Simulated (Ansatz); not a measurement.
`C[N](C)[Ag]` + HCl → `[Cl][Ag]` + dimethylamine at 298.15 K and 1 bar (ligand exchange at the Ag–N bond).

Gas-phase electronic energies from Ansatz, PBE0-D4/def2-TZVP geometries. CCSD(T)/CBS adds triple-zeta CCSD(T) − MP2 to the extrapolated MP2 energy (def2 sets, frozen cores). This one scheme is used for every species. Elements past krypton have def2 core potentials. For Ag outer-core shells are correlated without core-valence functions, which leaves a few kJ/mol of doubt a bond.

```tsv
species	CCSD(T)/CBS energy (Eh)	H − E (kJ/mol)	S (J/(mol·K))
`C[N](C)[Ag]`	-281.28985	228.1	322.2
HCl	-460.38127	26.6	186.8
`[Cl][Ag]`	-606.73060	11.7	246.2
`CNC`	-135.00321	256.9	271.4
```

H − E and S are ideal-gas, rigid-rotor, harmonic terms from PBE0-D4/def2-TZVP. 1 Eh = 2625.50 kJ/mol, R = 8.31446 J/(mol·K).

Q: By hand: ΔE, ΔH, ΔS and ΔG.

A: ΔE = (-606.73060) + (-135.00321) − (-281.28985) − (-460.38127) = -0.06269 Eh = -164.6 kJ/mol. Δ(H − E) = 11.7 + 256.9 − 228.1 − 26.6 = 13.9, so ΔH = -150.7 kJ/mol. ΔS = 246.2 + 271.4 − 322.2 − 186.8 = 8.6 J/(mol·K). ΔG = -150.7 − 298.15 × (8.6)/1000 = -153.3 kJ/mol.

Q: By hand: the equilibrium constant, and the temperature at which ΔG would vanish if ΔH and ΔS stayed fixed.

A: log₁₀ K = −ΔG/(RT ln 10) = 26.9. ΔH and −TΔS have one sign here, so there is no such temperature.

The number of gas molecules stays the same, so ΔS is small and ΔH decides. A doubt of 5 kJ/mol in ΔE shifts log₁₀ K by 0.9 here. These are equilibria of isolated gas molecules and say nothing of rates. Largest T1 diagnostic: 0.031 (customary marks: 0.02 for closed shells, 0.045 for open ones).
